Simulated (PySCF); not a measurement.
Levels of Nb²²⁺ from EOM-EA-GCCSD

Reference: closed-shell Nb²³⁺, [Ar]; one electron is added. Calculated with PySCF 2.14, two-component X2C-1e with screened spin-orbit coupling, an even-tempered Gaussian basis (19 s from 0.98 bohr⁻², ratio 2.6; 14 p from 1.3 bohr⁻², ratio 2.6; 6 d from 1.3 bohr⁻², ratio 2.8; 3 f from 27 bohr⁻², ratio 2.8); frozen [Ne]; the 64 highest virtual spinors dropped; of the others 50 kept and the rest restored at second order. No Breit or QED terms. Binding energies in eV.

```
level  Koopmans
3d3/2    998.61
3d5/2    994.60
```

Question: How does correlation move these levels?

Answer: 3d3/2: second order 999.99, EOM-CCSD 999.74; 3d5/2: second order 995.94, EOM-CCSD 995.69.

For comparison, the ionisation energy of Nb²²⁺ is 1000 ± 4 eV (theoretical estimate listed by NIST; NIST Atomic Spectra Database, ionization energies).

Only part of the computed levels is shown.
